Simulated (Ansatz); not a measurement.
Consider the cleavage of the Sb–Si bond: `CC[SiH2][SbH2]` + `CNC` → `C[N](C)[SbH2]` + `CC[SiH3]`.

Computed with Ansatz on PBE0-D4/def2-TZVP structures; ΔE is electronic, products minus reactants. CCSD(T)/CBS is the MP2 limit (def2-TZVPP, def2-QZVPP) plus CCSD(T) − MP2 in def2-TZVPP, frozen cores. Functionals use def2-TZVPP. B3LYP here is the variant with VWN-RPA as its local correlation; programs differ in this. def2 core potentials past Kr. For Sb outer-core shells are correlated without core-valence functions, which leaves a few kJ/mol of doubt a bond. One conformer a species, not always the lowest.

```csv
species,B3LYP energy (Eh)
`CC[SiH2][SbH2]`,-611.52518
`CNC`,-135.22475
`C[N](C)[SbH2]`,-376.13713
`CC[SiH3]`,-370.58674
```

(1) Work out ΔE.

Largest T1 diagnostic among the species: 0.013.

Results:

(1) ΔE = (-376.13713) + (-370.58674) − (-611.52518) − (-135.22475) = 0.02606 Eh = +0.71 eV. CCSD(T)/CBS gives +0.68 eV.

From PBE to PBE0 (25 % exact exchange), in def2-TZVPP and without D4, ΔE moves by +0.05 eV. In def2-TZVPP, CCSD(T) changes the Hartree–Fock value by −0.08 eV (the triples alone add −0.02 eV) and MP2 by −0.09 eV.
